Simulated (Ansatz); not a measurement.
Isolated molecules relaxed with PBE0-D4/def2-TZVP in Ansatz; ΔE leaves out vibrations. CCSD(T)/CBS adds triple-zeta CCSD(T) − MP2 to the extrapolated MP2 energy (def2 sets, frozen cores). This one scheme is used for every species. DFT in def2-TZVPP. B3LYP here is the variant with VWN-RPA as its local correlation; programs differ in this. One conformer a species, not always the lowest.

Reaction (ligand exchange at a B–C bond): `C=CB[SiH2][SiH3]` + HCl → `[SiH3][SiH2]BCl` + ethylene

`C=CB[SiH2][SiH3]`:

Cartesian coordinates in Å:
```
C -2.595 -1.424 -0.217
C -1.420 -0.939 -0.639
B -0.918 0.428 -0.152
Si 0.863 1.191 -0.652
Si 2.360 0.413 0.985
H -3.208 -0.860 0.481
H -2.990 -2.383 -0.544
H -0.847 -1.545 -1.339
H -1.610 1.022 0.629
H 0.917 2.680 -0.634
H 1.378 0.715 -1.970
H 1.929 0.854 2.339
H 2.404 -1.075 0.972
H 3.737 0.924 0.740
```

HCl:

Z-matrix (Å, degrees):
```
Cl
H 1 1.279
```

`[SiH3][SiH2]BCl`:

Z-matrix (Å, degrees):
```
Si
Si 1 2.348
H 1 1.488 2 110.1
H 1 1.487 2 110.6 3 -120.2
H 1 1.487 2 109.7 3 119.5
B 2 2.005 1 105.8 3 -58.7
H 2 1.489 1 108.6 3 -179.5
H 2 1.490 1 108.4 3 61.7
Cl 6 1.741 2 120.0 1 -88.2
H 6 1.194 2 123.7 1 87.5
```

`C=C`:

```xyz
6

C    -0.527   -0.231    0.327
C     0.527    0.231   -0.327
H    -0.806   -1.279    0.287
H    -1.154    0.418    0.929
H     0.806    1.279   -0.287
H     1.154   -0.418   -0.929
```

Problem. Is it downhill or uphill in electronic energy at CCSD(T)/CBS, and by how much? (Estimate.)

Solution. The calculation gave: Downhill: ΔE = -0.70 eV.

Problem. What do these levels give: PBE0-D4, B3LYP, MP2/def2-TZVPP, CCSD(T)/def2-TZVPP, SCS-MP2/def2-QZVPP, CCSD/CBS(def2)? (An estimate is asked.)

Solution. Ansatz gave: PBE0-D4 -0.68, B3LYP -0.72, MP2/def2-TZVPP -0.70, CCSD(T)/def2-TZVPP -0.69, SCS-MP2/def2-QZVPP -0.71, CCSD/CBS(def2) -0.71 eV.

Largest T1 diagnostic among the species: 0.014.

In def2-TZVPP, CCSD(T) changes the Hartree–Fock value by +0.05 eV (the triples alone add +0.01 eV) and MP2 by +0.04 eV.
